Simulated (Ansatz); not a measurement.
The cluster B2Sb (the lowest doublet isomer of a short search). The state is a doublet with charge 0. Geometry r2SCAN-D4/def2-TZVP, basis def2-TZVP, Ansatz.

```xyz
3

B     0.164    0.253    0.969
B    -0.247   -0.972    0.148
Sb    0.083    0.720   -1.117
```

```tsv
run	HOMO (eV)	LUMO (eV)
A	-5.75	-4.21
B	-5.33	-4.11
C	-6.53	-3.58
D	-6.25	-3.74
E	-7.65	-2.73
F	-5.13	-4.12
```

In the def2 sets Sb takes a core potential; there is no spin–orbit coupling. B3LYP takes the VWN-RPA correlation. The structure comes from a short search, and lower isomers may exist.

HOMO and LUMO are taken over both spins.

Q: The runs used B3LYP, B97M-V, BHLYP, BLYP, PBE0, r2SCAN. Estimate which is which.

A: A r2SCAN (0 % exact exchange); B B97M-V (0 % exact exchange); C PBE0 (25 % exact exchange); D B3LYP (20 % exact exchange); E BHLYP (50 % exact exchange); F BLYP (0 % exact exchange). Exact exchange lowers occupied and raises empty levels; among semilocal functionals meta-GGAs tend to open the gap a little, and such runs are hard to tell apart. The gap grows from 1.01 eV (BLYP) to 4.92 eV (BHLYP). At r2SCAN-D4/def2-TZVP, B97M-V/def2-TZVP, PBE0-D4/def2-TZVP, B3LYP-D4/def2-TZVP and others the charge 0 doublet is spin-contaminated (final ⟨S²⟩ up to 0.94, 0.75 for a pure state).
